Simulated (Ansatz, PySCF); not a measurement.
Reaction R1 → P1 + P2, each structure at its B3LYP-D3(BJ)/def2-TZVP stationary point, reached from a drawn start (curvature not checked).
R1: BH3O3 (SMILES OB(O)O), charge 0, multiplicity 1.
P1, BH2O2 (SMILES O[B]O) (charge 0, multiplicity 2):
```xyz
5

B      0.176     0.421    -0.407
O      1.350    -0.109    -0.025
H      1.276    -0.815     0.637
O     -1.024     0.016     0.081
H     -1.777     0.487    -0.286
```
P2, OH (SMILES [OH]) (charge 0, multiplicity 2, Z-matrix in Å and degrees):
```
O
H 1 0.9767
```

P less R. No zero-point or thermal terms; singlets are restricted closed shells; open shells are unrestricted; no spin–orbit coupling. One arrangement of each flexible species, with no search for the lowest.

Correlated levels freeze the cores.

Run with Ansatz (a program for electronic structure); PySCF for the D3/D4 terms. All values are computed, each at the level named.

**Question.** What reaction energy does CCSD(T)/cc-pVQZ give?

**Answer.** 152.6 kcal/mol

**Question.** What reaction energy does HF/cc-pVQZ give?

**Answer.** 118.2 kcal/mol

**Question.** Predict the reaction energy from r2SCAN-D3(BJ)/def2-TZVPP.

**Answer.** 146.6 kcal/mol
